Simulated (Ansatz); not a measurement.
One change: `BBCOC` becomes `COCBC=N`.

Ansatz, PBE0-D4/def2-TZVP geometries, multiplicity 1. Each molecule was computed in one conformer, which needn't be the lowest.

```
                             property  `BBCOC`
   LUMO energy (PBE0/def2-TZVPP) / eV    -1.70
    HOMO energy (PBE/def2-TZVPP) / eV    -5.93
   HOMO energy (PBE0/def2-TZVPP) / eV    -7.50
  LUMO energy (B3LYP/def2-TZVPP) / eV    -1.93
HOMO energy (ωB97M-V/def2-TZVPP) / eV    -9.91
  HOMO energy (B3LYP/def2-TZVPP) / eV    -7.26
```

Question: Give the same properties after the change, and the shifts. (Estimate.)

Answer: The calculation gave: 
```json
{"property": "LUMO energy (PBE0/def2-TZVPP) / eV", "`COCBC=N`": "-2.21", "shift": "-0.51"}
{"property": "HOMO energy (PBE/def2-TZVPP) / eV", "`COCBC=N`": "-5.91", "shift": "0.02"}
{"property": "HOMO energy (PBE0/def2-TZVPP) / eV", "`COCBC=N`": "-7.41", "shift": "0.09"}
{"property": "LUMO energy (B3LYP/def2-TZVPP) / eV", "`COCBC=N`": "-2.43", "shift": "-0.50"}
{"property": "HOMO energy (ωB97M-V/def2-TZVPP) / eV", "`COCBC=N`": "-9.79", "shift": "0.12"}
{"property": "HOMO energy (B3LYP/def2-TZVPP) / eV", "`COCBC=N`": "-7.20", "shift": "0.06"}
```

With PBE0 the HOMO rises by 0.09 eV and the LUMO falls by 0.51 eV, so the gap narrows by about 0.60 eV. PBE moves the HOMO by 0.02 eV and ωB97M-V by 0.12 eV.

B3LYP here is the variant with VWN-RPA as its local correlation; programs differ in this.
